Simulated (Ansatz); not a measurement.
One change: `S/C=[CH]\[InH2]` becomes `C=[CH][InH2]`.

Ansatz, PBE0-D4/def2-TZVP geometries, multiplicity 1. Each molecule was computed in one conformer, which needn't be the lowest.

Elements past krypton have def2 core potentials.

```tsv
property	`S/C=[CH]\[InH2]`
size of the dipole moment (B3LYP/def2-TZVPP) / D	0.56
HOMO–LUMO gap (B3LYP/def2-TZVPP) / eV	4.18
HOMO energy (ωB97M-V/def2-TZVPP) / eV	-8.68
LUMO energy (PBE0/def2-TZVPP) / eV	-1.97
HOMO–LUMO gap (ωB97M-V/def2-TZVPP) / eV	8.24
HOMO energy (PBE/def2-TZVPP) / eV	-5.60
```

Question: What does the change do to each property? (Best estimate.)

Answer: The calculation gave: 
```json
{"property": "size of the dipole moment (B3LYP/def2-TZVPP) / D", "`C=[CH][InH2]`": "0.67", "shift": "0.11"}
{"property": "HOMO–LUMO gap (B3LYP/def2-TZVPP) / eV", "`C=[CH][InH2]`": "5.37", "shift": "1.19"}
{"property": "HOMO energy (ωB97M-V/def2-TZVPP) / eV", "`C=[CH][InH2]`": "-9.77", "shift": "-1.09"}
{"property": "LUMO energy (PBE0/def2-TZVPP) / eV", "`C=[CH][InH2]`": "-1.77", "shift": "0.20"}
{"property": "HOMO–LUMO gap (ωB97M-V/def2-TZVPP) / eV", "`C=[CH][InH2]`": "9.54", "shift": "1.30"}
{"property": "HOMO energy (PBE/def2-TZVPP) / eV", "`C=[CH][InH2]`": "-6.41", "shift": "-0.81"}
```

With PBE0 the HOMO falls by 0.97 eV and the LUMO rises by 0.20 eV, so the gap widens by about 1.17 eV. PBE moves the HOMO by -0.81 eV and ωB97M-V by -1.09 eV. The zero-point energy changes by -1.0 kJ/mol with -3 modes. Dipoles are sizes alone; their direction can turn.

B3LYP here is the variant with VWN-RPA as its local correlation; programs differ in this.
